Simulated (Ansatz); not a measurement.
C2H4OSi, SMILES `C=C[Si]O` (lower singlet; C–C–Si–O torsion 180°, C–Si–O–H torsion 0°) (charge 0, multiplicity 1). This singlet lies 1.73 eV below the relaxed triplet at the level B3LYP/cc-pVTZ // PBE0-D3(BJ)/def2-TZVP (Ansatz, a first-principles code).

Cartesian coordinates (Å):
SMILES: O[Si]C=C
```xyz
8

C     -1.4957     0.0618    -0.2404
C     -0.2385     0.2212     0.1822
Si     1.0187    -1.0516    -0.4167
O      2.4153    -0.5224     0.2986
H     -1.7609    -0.7668    -0.8960
H     -2.3106     0.7273     0.0332
H     -0.0198     1.0668     0.8383
H      2.3915     0.2638     0.8512
```
Charge 0, multiplicity 1.

The restricted HF start is unstable towards unrestricted orbitals.

### Question
Give the natural occupations of the active orbitals, the CASSCF energy and the corrected energy for frozen-core fic-MRCISD+Q@CASSCF(2e,2o)/cc-pVTZ // PBE0-D3(BJ)/def2-TZVP run with Ansatz.

### Answer

The natural occupations is 1.92, 0.08, the CASSCF energy is -441.9405 Ha and the corrected energy is -442.6078 Ha. The weight of the reference is 0.864.
